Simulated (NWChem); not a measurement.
Correlation energy of H3ClSi

SMILES: [SiH3]Cl
```xyz
5

Si     0.9965     0.0279     0.0000
Cl    -1.0818    -0.0303     0.0000
H      1.4600     0.7444     1.2180
H      1.4600     0.7444    -1.2180
H      1.5191    -1.3644     0.0000
```
Charge 0, spin multiplicity 1.

The numbers come from NWChem runs, not from measurements. The geometry was optimised at B3LYP/def2-SVP, a minimum by its harmonic frequencies.

Basis set: cc-pVDZ. Each correlation energy counts from its own Hartree-Fock reference.

```
method        correlation energy (mHa)  difference from CCSD(T)
------------  ------------------------  -----------------------
RI-MP2                          -239.4                    +40.4
MP2                             -239.5                    +40.4
SCS-MP2                         -243.4                    +36.5
CR-CCSD[T]                      -279.0                     +0.8
CR-CCSD(T)                      -279.0                     +0.9
CCSD                            -274.6                     +5.3
CCSD+T(CCSD)                    -280.0                     -0.1
CCSD(T)                         -279.9                      0.0
```

The values span 40.5 mHa, from CCSD+T(CCSD) (lowest) to RI-MP2 (highest). 

The correlated methods keep 10 core orbitals frozen. The structure started from a generated list of species. Differences from the coupled-cluster row are differences between methods, not errors against experiment.
